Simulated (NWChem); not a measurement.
Species: GeTe anion, doublet; SMILES of the neutral closed-shell parent [Ge]=[Te]

```xyz
2

Ge     0.0000     0.0000     1.5548
Te     0.0000     0.0000    -0.9719
```
Atoms are numbered in this order, from 1.

Level: B3LYP/def2-SVPD with def2 effective core potentials on Te, spin-unrestricted (NWChem), optimised geometry, unscaled harmonic frequencies. The state is orbitally degenerate and is run as one real component. This spin state was assumed; another may lie lower. The highest occupied level is positive, so the extra electron may be held by the finite basis. def2 effective core potentials on Te; no spin-orbit coupling.

| frequency (cm⁻¹) | IR intensity (km/mol) |
|---|---|
| 243 | 12.9 |

| Item | Result |
|---|---|
| zero-point energy | 0.3 kcal/mol |
| thermal correction to the enthalpy at 298.15 K (with zero-point energy) | 2.7 kcal/mol |
| heat capacity Cv | 6.7 cal/(mol K) |

Rigid rotor and harmonic oscillator.
